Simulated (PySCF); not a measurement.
Gas-phase equilibrium of 1 mol NO, 16 mol O2 at 1800 K and 1.00 bar, among 8 species (O2, N2, O, NO, O3, N, N2O, NO2). Only gases are allowed; each row takes one source of thermochemistry for all species, and Cantera finds the minimum.

Computed with PySCF (xtb for GFN2) and rigid-rotor harmonic-oscillator thermochemistry at 1 bar. Table values come from the NASA 1993 polynomials. After a fit of one offset per element over all species, the range-separated, M06-2X, PBE0/def2-QZVP and CCSD(T)/def2-TZVPP enthalpies, where run, lie to one side of the table for O3 (+19 kJ/mol): a fault of the table's entry, another state or a shared error of the levels is possible; this was not checked at source. † marks an energy on the PBE0/def2-TZVP geometry and frequencies; other levels use their own. CCSD(T) freezes the core. Open shells (unrestricted) among the columns below: O2 (multiplicity 3), O (multiplicity 3, electronic degeneracy 9), NO (multiplicity 2, electronic degeneracy 4), NO2 (multiplicity 2); the rest are closed-shell singlets. GFN2 has no spin-polarisation term. Spin-orbit splitting is ignored; it lowers the true energy and changes the entropy of O, NO. CCSD(T) isn't extrapolated to the basis-set limit. The harmonic model lacks anharmonicity and excited electronic states, which grow with temperature; levels with a mode under 35 cm⁻¹ are left out. Strong static correlation: O3. Warning, large T1 diagnostic: O3 (CCSD(T)/def2-SVP†).

Molecules larger than those listed are left out. Table species left out: NO3.

With table thermochemistry: O2 0.97, O3 2.1e-8, NO2 9.2e-6, N2 0.029, NO 0.0017, O 0.00012, N2O 1.9e-8.

Q: How far does the composition move with the other sources (BLYP/def2-TZVP†, CCSD(T)/def2-SVP†, GFN2-xTB, M06-2X/def2-TZVP†, PBE0/def2-TZVP, ωB97X-V/def2-TZVP†)?

A: 
| thermochemistry | x O2 | x O3 | x NO2 | x N2 | x NO | x O | x N2O |
|---|---|---|---|---|---|---|---|
| table | 0.97 | 2.1e-8 | 9.2e-6 | 0.029 | 0.0017 | 0.00012 | 1.9e-8 |
| BLYP/def2-TZVP† | 0.97 | 8.9e-9 | 4.5e-5 | 0.028 | 0.0020 | 1.7e-5 | 1.1e-7 |
| CCSD(T)/def2-SVP† | 0.97 | 4.6e-10 | 3.3e-6 | 0.028 | 0.0022 | 0.00072 | 6.4e-9 |
| GFN2-xTB | 0.068 | 0.85 | 0.086 | 5.8e-12 | 1.1e-6 | 6.1e-12 | 8.6e-7 |
| M06-2X/def2-TZVP† | 0.97 | 8.0e-11 | 3.0e-6 | 0.029 | 0.0014 | 0.00010 | 1.1e-8 |
| PBE0/def2-TZVP | 0.97 | 3.2e-10 | 2.7e-5 | 0.028 | 0.0019 | 7.5e-5 | 9.0e-8 |
| ωB97X-V/def2-TZVP† | 0.97 | 1.9e-10 | 6.4e-6 | 0.028 | 0.0020 | 5.6e-5 | 1.2e-8 |
The most sensitive of these is O3: it spans a factor of 10^10.0 over these rows; at this temperature one factor of ten is RT ln 10 = 34 kJ/mol.
